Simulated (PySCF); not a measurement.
A calculated (M06-L, PySCF 2.14, 6-31G*, no relativity, point nucleus) atom or ion has these occupied shells.

| shell | electrons | orbital energy (eV) | rms radius, mean of both spins (bohr) |
| --- | --- | --- | --- |
| 1s α | 1 | -6954.4 | 0.0685 |
| 1s β | 1 | -6954.4 | 0.0685 |
| 2s α | 1 | -816.83 | 0.292 |
| 2s β | 1 | -814.24 | 0.292 |
| 2p α | 3 | -701.86 | 0.262 |
| 2p β | 3 | -699.99 | 0.262 |
| 3s α | 1 | -97.040 | 0.880 |
| 3s β | 1 | -90.439 | 0.880 |
| 3p α | 3 | -62.771 | 0.939 |
| 3p β | 3 | -56.463 | 0.939 |
| 3d α | 5 | -7.928 | 1.19 |
| 4s α | 1 | -5.336 | 3.40 |
| 4s β | 1 | -4.515 | 3.40 |
| 3d β | 1 | -3.682 | 1.19 |

Q: Name the element and its charge.

A: Fe (iron, neutral), in [Ar] 3d6 4s2, high-spin 5D determinant.
